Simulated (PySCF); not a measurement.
Species: 1,1-dimethoxypropane, C5H12O2.
Bonds: C1–C2, C2–C3, C3–O4, O4–C5, C3–O6, O6–C7. Hydrogens: H8, H9, H10 on C1; H11, H12 on C2; H13 on C3; H14, H15, H16 on C5; H17, H18, H19 on C7.

Computed with PBE0-D3(BJ)/def2-SVP geometry optimisation, gas phase in PySCF 2.14.0.

(1) What internal coordinates does the optimisation give?

Answers

(1) 
| bond | length (Å) | order |
| --- | --- | --- |
| C1–C2 | 1.518 | single |
| C2–C3 | 1.517 | single |
| C3–O4 | 1.380 | single |
| O4–C5, O6–C7 | 1.396 | single |
| C3–O6 | 1.405 | single |
| C1–H8, C1–H9, C1–H10 | 1.101 | single |
| C2–H11, C2–H12 | 1.102 | single |
| C3–H13 | 1.119 | single |
| C5–H14, C5–H15, C7–H18 | 1.100 | single |
| C5–H16, C7–H17, C7–H19 | 1.108 | single |

Bonds in one row agree within 0.01 Å and their mean is given. Orders are formal, as drawn. A selection of angles:
| angle | degrees |
| --- | --- |
| C2–C1–H8 | 111.4 |
| C2–C1–H10 | 110.4 |
| H8–C1–H9 | 107.5 |
| C1–C2–C3 | 113.3 |
| C1–C2–H11 | 111.1 |
| C3–C2–H11 | 106.6 |
| H11–C2–H12 | 106.8 |
| C2–C3–O4 | 108.1 |
| C2–C3–O6 | 111.8 |
| C2–C3–H13 | 110.2 |
| O4–C3–O6 | 108.7 |
| O4–C3–H13 | 109.9 |
| O6–C3–H13 | 108.1 |
| C3–O4–C5 | 114.5 |
| O4–C5–H14 | 107.5 |
| O4–C5–H15 | 111.7 |
| H14–C5–H15 | 109.2 |
| H15–C5–H16 | 108.4 |
| O6–C7–H19 | 112.9 |

Torsions: C1–C2–C3–O4 -63° (synclinal); C2–C3–O4–C5 173° (antiperiplanar); C2–C3–O6–C7 -88° (synclinal). The mirror-image conformer, all signs reversed, is as good.

Of the pairs four or more bonds apart, O6···H15 is among the closest relative to their van der Waals radii: 2.52 Å, 93 % of the sum of Bondi's values. The 4 C–O bonds span 1.380 Å (C3–O4, drawn single) to 1.405 Å (C3–O6, drawn single), a spread of 0.025 Å.

Point group: C1 (no symmetry element, even within 0.4 Å). Whether it is a minimum is left open (no frequencies). The numbers are those of one conformer.
